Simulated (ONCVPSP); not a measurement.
**Varying the ONCV potential for Te**

Base potential:

Te (Z = 52), optimised norm-conserving Vanderbilt (ONCV), made with ONCVPSP 4.0.1 (LDA (Perdew-Zunger), scalar-relativistic). Core [Kr], reference 4d10 5s2 5p3.5 (charge +0.5). Waves: 5s: rc 1.60 bohr, ncon 5, nbas 8, qcut 3.2 1/bohr, 1 projector; 5p: rc 2.30 bohr, ncon 3, nbas 6, qcut 2.8 1/bohr, 2 projectors, debl 3.3 Ha; 4d: rc 1.35 bohr, ncon 4, nbas 9, qcut 11 1/bohr, 2 projectors, debl 0.7 Ha; f scattering state at 0.04 Ha: rc 2.30 bohr, ncon 4, nbas 7, qcut 4.2 1/bohr, 2 projectors, debl 2.5 Ha. Local part: polynomial inside 0.95 bohr (lpopt 5, dvloc0 6 Ha). Core correction: Teter function, fcfact 5.5, rcfact 1.2.

In the d channel the program set the typed energies aside and used -1.692, 0.250 Ha.

All-electron outer shells of the reference configuration (LDA (Perdew-Zunger), scalar-relativistic, ld1.x):

| shell | level (eV) | outermost node (bohr) | outermost maximum (bohr) |
| --- | --- | --- | --- |
| 4s | -168.35 | 0.38 | 0.70 |
| 4p | -118.55 | 0.38 | 0.74 |
| 4d | -46.04 | 0.36 | 0.81 |
| 5s | -19.41 | 0.91 | 1.77 |
| 5p | -9.87 | 1.00 | 2.11 |

Cutoffs, loose and tight: the cutoffs (Ha) at which the residual kinetic energy of the hardest occupied pseudo-wave falls to 1 and 0.1 mHa per electron. They do not see the model core or the augmentation charge, which bear on the density cutoff. Test errors are all-electron minus pseudo excitation energies from the reference, over the configurations 4d10 5s2 5p4; 4d10 5s2 5p3; 4d10 5s2 5p2; 4d10 5s2 5p0. A dash means not determined; rows that change the core or the reference have their own tests.

A true bound ghost makes a file unfit for plane-wave use even where its test errors are small: the radial tests pick states by their node count and pass the ghost by.

```csv
change,outcome,"cutoff, loose","cutoff, tight",bound ghosts,GHOST(+) flags above zero,largest test error (meV)
base,"generated, projector energies reset by the program",60 Ha,69 Ha,s,p,-58
p: qcut 1.8,"generated, projector energies reset by the program",60 Ha,69 Ha,s,p,-45
p: qcut 2,"generated, projector energies reset by the program",60 Ha,69 Ha,s,p,-52
p: qcut 2.4,"generated, projector energies reset by the program",60 Ha,69 Ha,s,p,-61
p: qcut 2.7,"generated, projector energies reset by the program",60 Ha,69 Ha,s,p,-60
p: qcut 2.9,"generated, projector energies reset by the program",60 Ha,69 Ha,s,p,-54
p: qcut 3.2,"generated, projector energies reset by the program",60 Ha,69 Ha,s,p,-41
p: qcut 3.5,"generated, projector energies reset by the program",60 Ha,69 Ha,s,p,-23
p: qcut 3.8,"generated, projector energies reset by the program",60 Ha,69 Ha,s,p,-6.9
p: qcut 4.3,"generated, projector energies reset by the program",60 Ha,69 Ha,s,p,+18
```

Reading the sweep of the qcut of the p channel (base included, trends over the rows without a ghost): Bound ghosts are found at 1.8, 2, 2.4, 2.7, 2.8, 2.9, 3.2, 3.5, 3.8, 4.3 1/bohr. Every judged row has one, so this setting neither creates nor removes them.
